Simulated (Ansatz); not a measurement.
Ansatz (a first-principles code) input (HF/6-31G* with LANL2DZ past Ar): The .json file joins the Basis Set Exchange's 6-31G* for atoms up to Ar and LANL2DZ past it.

Ansatz 0.2 input:
```yaml
crystal:
  periodic: [false, false, false]
  atoms:
    - {symbol: Cl, position_ang: [-0.00000000, -0.00000000, -1.39210320]}
    - {symbol: Br, position_ang: [0.00000000, 0.00000000, 0.67616441]}
basis:
  gaussian:
    orbitals: 6-31Gs+LANL2DZ.json
hamiltonian:
  xc: {name: HF}
total_charge: 1
magnetization: {spin_polarized: true, initial_magnetization: 1}
relax: {f_tol: 0.003, max_steps: 120}
```

Output:

```
WARN ansatz: RAYON_NUM_THREADS=1 ignored (pool sized by the plan → 1); use --threads N
Functional definition: HF
integrals: 0.00 GiB planned
331 factors; integrals over basis functions are off by at most 7.3e-5 eV
mean field: 0.05 GiB planned
mean field evaluation 1: about -12842.2089 eV, gradient 8.8e0 eV
mean field evaluation 2: about -12842.2140 eV, gradient 8.8e0 eV
mean field evaluation 4: about -12842.7005 eV, gradient 9.6e-1 eV
mean field evaluation 8: about -12842.7514 eV, gradient 1.5e-1 eV
mean field evaluation 16: about -12842.7124 eV, gradient 4.3e-1 eV
mean field -12842.75181126 eV, -471.9624239341 hartree, gradient 1.4e-5 eV, S^2 0.761157; 1 other end points of the search recorded, 0 dependent functions left out
the calculation of the forces begins
reference -12842.75181126 eV, -471.9624239341 hartree; 12, 11 occupied and 15, 16 virtual orbitals, 331 factors
relax step   1: F+E_penalty+E_count = -12842.75181126 eV  Δ(F+E_penalty+E_count) = +0.000e0 eV  max|allowed force component| = 1.566e0 eV/Å  Δτ_max = 0.0000 Å  (60 SCF iters, accepted)
these checks for a lower state are left out or cut short: starts, cluster_reference, orbital_swaps, neighbouring_geometries, increment
integrals: 0.00 GiB planned
331 factors; integrals over basis functions are off by at most 6.4e-5 eV
mean field: 0.05 GiB planned
mean field evaluation 32: about -12842.8267 eV, gradient 4.2e-2 eV
mean field -12842.82673467 eV, -471.9651773186 hartree, gradient 1.8e-5 eV, S^2 0.781413; 0 other end points of the search recorded, 0 dependent functions left out
the calculation of the forces begins
reference -12842.82673467 eV, -471.9651773186 hartree; 12, 11 occupied and 15, 16 virtual orbitals, 331 factors
relax step   2: F+E_penalty+E_count = -12842.82673467 eV  Δ(F+E_penalty+E_count) = -7.492e-2 eV  max|allowed force component| = 3.890e-1 eV/Å  Δτ_max = 0.0410 Å  (45 SCF iters, accepted)
these checks for a lower state are left out or cut short: starts, cluster_reference, orbital_swaps, neighbouring_geometries, increment
integrals: 0.00 GiB planned
331 factors; integrals over basis functions are off by at most 6.1e-5 eV
mean field: 0.05 GiB planned
mean field -12842.83402450 eV, -471.9654452148 hartree, gradient 1.7e-5 eV, S^2 0.797916; 0 other end points of the search recorded, 0 dependent functions left out
the calculation of the forces begins
reference -12842.83402450 eV, -471.9654452148 hartree; 12, 11 occupied and 15, 16 virtual orbitals, 331 factors
relax step   3: F+E_penalty+E_count = -12842.83402450 eV  Δ(F+E_penalty+E_count) = -7.290e-3 eV  max|allowed force component| = 1.639e-1 eV/Å  Δτ_max = 0.0135 Å  (41 SCF iters, accepted)
these checks for a lower state are left out or cut short: starts, cluster_reference, orbital_swaps, neighbouring_geometries, increment
integrals: 0.00 GiB planned
331 factors; integrals over basis functions are off by at most 5.8e-5 eV
mean field: 0.05 GiB planned
mean field -12842.83613423 eV, -471.9655227460 hartree, gradient 1.6e-5 eV, S^2 0.816559; 0 other end points of the search recorded, 0 dependent functions left out
the calculation of the forces begins
reference -12842.83613423 eV, -471.9655227460 hartree; 12, 11 occupied and 15, 16 virtual orbitals, 331 factors
relax step   4: F+E_penalty+E_count = -12842.83613423 eV  Δ(F+E_penalty+E_count) = -2.110e-3 eV  max|allowed force component| = 4.529e-2 eV/Å  Δτ_max = 0.0105 Å  (41 SCF iters, accepted)
these checks for a lower state are left out or cut short: starts, cluster_reference, orbital_swaps, neighbouring_geometries, increment
integrals: 0.00 GiB planned
331 factors; integrals over basis functions are off by at most 5.7e-5 eV
mean field: 0.05 GiB planned
mean field -12842.83638416 eV, -471.9655319308 hartree, gradient 1.4e-5 eV, S^2 0.828917; 0 other end points of the search recorded, 0 dependent functions left out
the calculation of the forces begins
reference -12842.83638416 eV, -471.9655319308 hartree; 12, 11 occupied and 15, 16 virtual orbitals, 331 factors
relax step   5: F+E_penalty+E_count = -12842.83638416 eV  Δ(F+E_penalty+E_count) = -2.499e-4 eV  max|allowed force component| = 1.400e-3 eV/Å  Δτ_max = 0.0056 Å  (40 SCF iters, accepted)
integrals: 0.00 GiB planned
331 factors; integrals over basis functions are off by at most 5.7e-5 eV
mean field: 0.05 GiB planned
mean field evaluation 64: about -12841.9940 eV, gradient 9.6e0 eV
mean field evaluation 96: about -12842.7596 eV, gradient 7.6e-1 eV
mean field evaluation 128: about -12842.5651 eV, gradient 1.3e0 eV
mean field evaluation 160: about -12837.1736 eV, gradient 1.1e1 eV
mean field evaluation 192: about -12842.6411 eV, gradient 1.1e0 eV
mean field evaluation 224: about -12842.1261 eV, gradient 3.9e0 eV
mean field -12842.83638416 eV, -471.9655319308 hartree, gradient 1.4e-5 eV, S^2 0.828917; 4 other end points of the search recorded, 0 dependent functions left out
the calculation of the forces begins
reference -12842.83638416 eV, -471.9655319308 hartree; 12, 11 occupied and 15, 16 virtual orbitals, 331 factors
Total energy: -12842.83638416 eV, -471.9655319308 hartree
Atom 0 at     0.000000     0.000000    -1.462698 Å, force    -0.000000     0.000000    -0.001400 eV/Å
Atom 1 at    -0.000000    -0.000000     0.746759 Å, force     0.000000    -0.000000     0.001400 eV/Å
Dipole moment:    -0.000000     0.000000     0.118501 e Å
```

The dipole moment of an ion depends on the origin.
